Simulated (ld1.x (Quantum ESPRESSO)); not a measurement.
**Configuration tests for Pr (TM)**

ld1.x (Quantum ESPRESSO) 7.5 input, shortened:

```
&input
   title='Pr', zed=59., rel=1, dft='WC', iswitch=3,
   config='[Xe] 4f3 5d0.5 6s1.5 6p0'
 /
 &inputp
   pseudotype=2, tm=.true., lloc=-1, rcloc=2.45,
   nlcc=.false.
 /
4
5S  1  0   2.00   0.00  1.85  1.85  0.0
5P  2  1   6.00   0.00  2.95  2.95  0.0
5D  3  2   0.50   0.00  2.30  2.30  0.0
4F  4  3   3.00   0.00  1.55  1.55  0.0
 &test
   configts(1)='4f3 5s2 5p6 5d0.5 6s1.5 6p0'
 /
```

Occupied shells without a wave of their own: 6s. They enter only through the test configuration that unscreens the potential.

Energies are relative to the spin-unpolarised reference configuration 4f3 5s2 5p6 5d0.5 6s1.5 6p0; without spin polarisation the order of configurations can differ from experiment. The frozen-core shift is the all-electron ΔE with the core orbitals held at their reference shape minus the fully relaxed ΔE.

```csv
valence configuration,charge,ΔE all-electron (eV),error AE − PS (meV),frozen-core shift (meV)
4f3 5s2 5p6 5d0 6s2 6p0,0,-0.760,-87,+0.2
4f3 5s2 5p6 5d0 6s1 6p0,+1,4.964,+112,+3.2
4f3 5s2 5p6 5d0 6s0 6p0,+2,15.433,+464,+7.3
4f3 5s2 5p6 5d1 6s1 6p0,0,0.816,+74,+0.2
4f3 5s1 5p6 5d0 6s2 6p0,+1,43.426,-211,+24
4f3 5s2 5p6 5d0 6s0 6p1,+1,7.838,+334,+4.6
```

(1) What are ΔE and the potential's error for 4f2 5s2 5p6 5d0 6s2 6p0?

Levels in the configuration 4f2 5s2 5p6 5d0 6s2 6p0:

| level | all-electron (eV) | pseudo (eV) |
| --- | --- | --- |
| 4f | -14.536 | -14.504 |
| 5s | -50.429 | -50.681 |
| 5p | -32.025 | -32.339 |
| 6s | -9.606 | -9.306 |

Answers

(1) ΔE = 6.805 eV all-electron; the error (AE − PS) is -95 meV.

The 6s level has no wave, so the channel is fitted at the deeper level alone: the likely source of the large errors.
